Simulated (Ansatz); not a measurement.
Input for Ansatz (development build ahead of 0.2.0):

```yaml
crystal:
  periodic: [false, false, false]
  atoms:
    - { symbol: F, position_ang: [0.0, 0.0, 0.0] }
basis:
  gaussian: { orbitals: def2-TZVP }
total_charge: -1
hamiltonian:
  xc: hf
correlation:
  method: mp2
  frozen_orbitals: { F: 1 }
```

The input is written out in the form of the current development build from the run's settings.

Output:

| Item | Value |
| --- | --- |
| Converged | yes |
| Reference energy | -99.44318 hartree |
| Correlation energy | -0.27270 hartree |
| Total energy | -99.71588 hartree |
| Spin squared of the determinant | 0.000 |

Caution: no diffuse functions for an anion.
